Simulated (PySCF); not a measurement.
# Excitation energy of Pd²⁺ by level of theory

Pd²⁺ [Kr] 4d8 (3F) → Pd²⁺ [Kr] 4d7 5p1 (high-spin determinant), as a difference of total energies. Calculation: PySCF 2.14, in aug-cc-pwCVDZ-PP with ECP28MDF; a scalar-relativistic core potential. Correlated levels: valence and next inner shell: nothing frozen outside the core potential. The calculations carry no spin-orbit coupling.

```json
{"method": "UHF", "excitation energy (eV)": "12.292"}
{"method": "MP2 (valence and next inner shell)", "excitation energy (eV)": "12.895"}
{"method": "SCS-MP2 (valence and next inner shell)", "excitation energy (eV)": "13.006"}
{"method": "CCSD (valence and next inner shell)", "excitation energy (eV)": "12.750"}
{"method": "CCSD(T) (valence and next inner shell)", "excitation energy (eV)": "12.752"}
```

Task: How much does correlation contribute at CCSD(T) (valence and next inner shell)?

Result: 12.752 − (12.292) = 0.460 eV, measured against UHF.

The determinant of the upper state mixes LS terms, which raises its energy above the lowest term, most at the Hartree-Fock and MP2 levels.
